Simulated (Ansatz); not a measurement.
A nudged elastic band was laid between two geometries of F2H2OSSi (7 atoms, charge 0, multiplicity 1).

All numbers below come from UKS BHLYP/def2-SVP (Ansatz).

```json
{"movable images": "5", "climbing image": "yes", "spring": "5.0 eV/Å²", "optimiser": "quadratic models (default)", "start path": "through a guess of the saddle point", "force threshold": "0.2 eV/Å", "iteration limit": "60", "end points": "relaxed"}
```

Initial state:

```xyz
7
Properties=species:S:1:pos:R:3
Si -0.157 0.127 0.466
S 1.621 -0.872 -0.062
O -1.211 0.331 -0.748
H -1.491 -0.414 -1.273
F 0.116 1.589 1.030
F -0.786 -0.737 1.649
H 1.908 -0.024 -1.061
```

Final state:

```xyz
7
Properties=species:S:1:pos:R:3
Si -0.658 0.397 0.665
S 0.915 -0.984 -0.614
O -1.780 0.648 -0.309
H 0.103 -0.983 -1.685
F 0.473 1.453 1.070
F -0.715 -0.573 1.928
H 1.662 0.042 -1.055
```

**Question.** What changes between the two ends?

**Answer.** Bonds broken: O3–H4. Bonds formed: S2–H4.

**Question.** Give the energies along the band, and the barrier.

**Answer.** The forces met the threshold. The highest image is number 4 of 0 to 6, 2.60 eV above the first end and 0.25 eV above the last; the last end lies 2.35 eV above the first. The threshold of 0.2 eV/Å is loose, so the images may lie well off the minimum-energy path. Neighbouring images differ by up to 1.3 eV, so the band resolves the path poorly. Another band between the same ends (5 images) ends at a top of the same energy, where a vibrational analysis finds 1 clearly imaginary mode. The orbitals stay closed-shell, which can raise the energy where a bond breaks towards radicals; this wasn't checked here.

| image | path coordinate (Å) | energy (eV) | O3–H4 (Å) | S2–H4 (Å) |
| --- | --- | --- | --- | --- |
| 0 | 0.00 | 0.00 | 0.95 | 3.37 |
| 1 | 0.46 | 0.04 | 0.96 | 3.01 |
| 2 | 0.93 | 0.31 | 0.96 | 2.47 |
| 3 | 1.39 | 1.35 | 1.09 | 1.89 |
| 4 | 1.85 | 2.60 | 1.61 | 1.46 |
| 5 | 2.32 | 2.42 | 2.22 | 1.35 |
| 6 | 2.79 | 2.35 | 2.85 | 1.34 |

**Question.** What is the geometry of the highest image?

**Answer.** 
```xyz
7
Properties=species:S:1:pos:R:3
Si -0.531 0.268 0.595
S 1.013 -1.002 -0.643
O -1.454 0.281 -0.632
H -0.236 -0.573 -1.257
F 0.305 1.528 1.087
F -0.810 -0.566 1.917
H 1.713 0.064 -1.067
```

Time of the run: 2.1 min on 2 threads of Arm Neoverse V1 (shared host), peak memory 0.26 GiB.
